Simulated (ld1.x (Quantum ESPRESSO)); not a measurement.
## Nd: variants of one TM semilocal potential

Base potential:

* Element: neodymium (Nd)
* Generator: ld1.x (Quantum ESPRESSO) 7.5
* Type: norm-conserving Troullier–Martins (semilocal form)
* Functional: PBEsol
* Relativity: scalar-relativistic
* Frozen core: [Kr] 4d10
* Valence charge: 14
* Reference configuration: 4f4 5s2 5p6 5d1 6s1 6p0
* Partial waves: 5p (bound): rc 2.20 bohr; 5d (bound): rc 4.15 bohr; 4f (bound): rc 1.05 bohr; 5s (bound): rc 1.70 bohr
* Local potential: the s channel
* Core correction: none

Occupied shells without a wave of their own: 6s. They enter only through the test configuration that unscreens the potential.

All-electron outer shells of the reference configuration (PBEsol, scalar-relativistic, ld1.x):

```csv
shell,level (eV),outermost node (bohr),outermost maximum (bohr)
4p,-224.66,0.32,0.59
4d,-115.51,0.29,0.62
5s,-39.30,0.72,1.32
5p,-20.99,0.77,1.50
6s,-3.10,1.78,3.88
5d,-1.29,0.88,2.29
6p,-1.02,2.16,5.30
4f,-0.71,–,0.67
```

Cutoffs, loose and tight: the cutoffs (Ry, on a coarse ladder) from which the occupation-weighted sum of valence levels, in a spherical-Bessel basis at the reference potential, stays within 10 and 1 mRy of its value at 400 Ry. They do not see the model core or the augmentation charge, which bear on the density cutoff. Test errors are all-electron minus pseudo excitation energies from the reference, over the configurations 4f4 5s2 5p6 5d0 6s2 6p0; 4f4 5s2 5p6 5d0 6s1 6p0; 4f4 5s2 5p6 5d0 6s0 6p0; 4f4 5s2 5p6 5d0 6s0 6p1; 4f3 5s2 5p6 5d0 6s0 6p0; 4f4 5s2 5p5 5d0 6s2 6p0; 4f5 5s2 5p6 5d0 6s0 6p0. A dash means not determined; rows that change the core or the reference have their own tests. The largest error is taken over the tests solved by every variant that gives reliable tests at all: 4f3 5s2 5p6 5d0 6s0 6p0; 4f4 5s2 5p5 5d0 6s2 6p0; 4f4 5s2 5p6 5d0 6s0 6p0; 4f4 5s2 5p6 5d0 6s1 6p0; 4f4 5s2 5p6 5d0 6s2 6p0.

In the semilocal form every listed channel keeps its own potential, so the choice of the local channel does not act on these tests. It acts once the file is put into the separable form.

A semilocal file is local in each channel, so a ghost entry of none says nothing of the separable form that plane-wave codes build from it.

On the changes marked as counting shells twice: ld1.x takes every shell without a wave as core, so the model core holds the marked electrons as well and exchange and correlation see them twice. This cancels in the reference configuration, but the file is broken for other ones, and its errors say nothing about a proper core correction.

```tsv
change	outcome	cutoff, loose	cutoff, tight	bound ghosts	largest test error (meV)
base	generated	260 Ry	300 Ry	none	+184
functional Wu–Cohen	generated	260 Ry	300 Ry	none	+186
wave 5d (bound): rc 4.15 bohr becomes 5d (bound): rc 5.16 bohr	generated	260 Ry	300 Ry	none	+314
wave 5s (bound): rc 1.70 bohr becomes 5s (bound): rc 2.14 bohr	generated, misses its reference levels by 0.38 eV	260 Ry	300 Ry	none	-1073
core correction a·sin(br)/r model core inside 0.80 bohr (6s counted twice)	generated	260 Ry	300 Ry	none	-524
core [Xe], valence charge 6; reference 4f4 5d1 6s1 6p0; waves now 6p (bound): rc 3.65 bohr; 5d (bound): rc 3.70 bohr; 4f (bound): rc 1.60 bohr; 6s (bound): rc 3.15 bohr; core correction Bessel-smoothed model core inside 1.35 bohr	generated	140 Ry	180 Ry	none	-119 over the solved tests; 1 of 7 tests not solved or not reliable
wave 4f (bound): rc 1.05 bohr becomes 4f (bound): rc 0.98 bohr	generated	300 Ry	over 300 Ry	none	+176
type RRKJ, which also changes the form from semilocal to separable; rho0 0.01	generated	200 Ry	260 Ry	none	+236
all radii scaled by about 1.35 (s 2.28, p 2.96, d 5.58, f 1.42 bohr)	generated, misses its reference levels by 0.63 eV	180 Ry	200 Ry	none	+1550
wave 5p (bound): rc 2.20 bohr becomes 5p (bound): rc 1.86 bohr	generated	260 Ry	300 Ry	none	+177
reference 4f4 5s2 5p6 5d0 6s2 6p0	generated	260 Ry	300 Ry	none	-8604
wave 5d (bound): rc 4.15 bohr becomes 5d (bound): rc 5.42 bohr	generated	260 Ry	300 Ry	none	+377
wave 5d (bound): rc 4.15 bohr becomes 5d (bound): rc 4.74 bohr	generated	260 Ry	300 Ry	none	+254
```
